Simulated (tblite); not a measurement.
2,2'-bithiophene, C8H6S2.
Atom-mapped SMILES: `[cH:1]1[cH:2][s:3][c:4](-[c:5]2[cH:6][cH:7][cH:8][s:9]2)[cH:10]1` (hydrogens: H11 on C1; H12 on C2; H13 on C6; H14 on C7; H15 on C8; H16 on C10)

Geometry (GFN2-xTB, Å), atoms numbered from 1 in this order:
```xyz
16
C8H6S2 angstrom
C      2.8478    0.8313   -0.4630
C      3.1394   -0.1863    0.3880
S      1.7272   -0.9899    0.9492
C      0.7104    0.0709    0.0141
C     -0.7108   -0.0711    0.0329
C     -1.4673   -0.9800    0.7248
C     -2.8497   -0.8297    0.5054
C     -3.1388    0.1874   -0.3471
S     -1.7246    0.9891   -0.9060
C      1.4649    0.9811   -0.6785
H      3.5937    1.4547   -0.9226
H      4.0998   -0.5208    0.7263
H     -1.0354   -1.7269    1.3672
H     -3.5972   -1.4525    0.9634
H     -4.0982    0.5225   -0.6880
H      1.0312    1.7291   -1.3183
```

Computed with GFN2-xTB (tblite): harmonic, unscaled wavenumbers at the GFN2-xTB geometry, gas phase. This tight-binding method is rough: wavenumbers can miss measured ones by several per cent, in bad cases by 10 to 20. One conformer, not necessarily the lowest.

Harmonic wavenumbers (cm⁻¹): 46.8, 105.0, 122.0, 252.3, 287.2, 374.2, 407.6, 486.7, 530.9, 566.8, 579.9, 677.1, 727.9, 732.9, 733.0, 736.8, 807.0, 810.3, 832.8, 848.8, 849.2, 851.2, 873.6, 1068.8, 1077.1, 1077.5, 1089.2, 1178.7, 1188.7, 1222.3, 1324.3, 1358.3, 1443.4, 1458.1, 1525.8, 1568.0, 3124.8, 3125.2, 3133.9, 3134.5, 3164.1, 3165.1.

A = 2692, B = 668.6, C = 535.5 MHz; mass 165.991 u (most abundant isotopes); point group C2h, symmetry number 2.

Problem. What is the zero-point energy?

Solution. ½Σν̃ = 24334 cm⁻¹ = 291.10 kJ/mol.

Problem. Entropy at 298.15 K, 1 bar (ideal gas, RRHO, classical rotation)?

Solution. Translation 172.61, rotation 120.55, vibration 92.08: S = 385.2 J/(mol K).

Problem. And Cp and H(298.15 K) − H(0)?

Solution. Cp = 147.83 J/(mol K), of which vibrations give 114.57 (their classical limit is 42 R = 349.2); H(298.15 K) − H(0) = 25.15 kJ/mol without the zero-point energy, 15.23 from vibrations.

Problem. What must be added to the electronic energy to get the Gibbs energy at 298.15 K and 1 bar?

Solution. ZPE + [H(298.15 K) − H(0)] − T·S = 291.10 + 25.15 − 114.86 = 201.39 kJ/mol.

Problem. Blend soft modes into free rotors: weight 1/[1 + (100 cm⁻¹/ν̃)⁴] for the oscillator and the rest for a rotor with moment μB/(μ + B), μ = h/(8π²ν), B = 10⁻⁴⁴ kg m². What vibrational entropy results?

Solution. 85.23 J/(mol K) in place of 92.08, which changes −T·S at 298.15 K by +2.04 kJ/mol.

Problem. How do the functions run with temperature in this model?

Solution. 
| T (K) | S (J/(mol K)) | Cp (J/(mol K)) | H − H(0) (kJ/mol) | G − H(0) (kJ/mol) | ln q(vib) |
| --- | --- | --- | --- | --- | --- |
| 100 | 281.2 | 63.1 | 4.76 | -23.36 | 1.21 |
| 200 | 336.0 | 102.0 | 12.88 | -54.31 | 3.00 |
| 300 | 386.2 | 148.7 | 25.42 | -90.42 | 4.97 |
| 500 | 480.8 | 222.4 | 63.11 | -177.29 | 9.32 |
| 800 | 600.0 | 282.3 | 139.87 | -340.11 | 15.92 |
| 1000 | 665.6 | 305.5 | 198.79 | -466.82 | 20.05 |

q(vib) and H(0) count from the zero-point level.

Hindered rotation and anharmonicity are outside this model. Other conformers, if any are populated, would add a mixing term that is left out.

Hardware: an Arm Neoverse V2 with one thread, no GPU, on a shared host. The figure is for the frequency step alone.
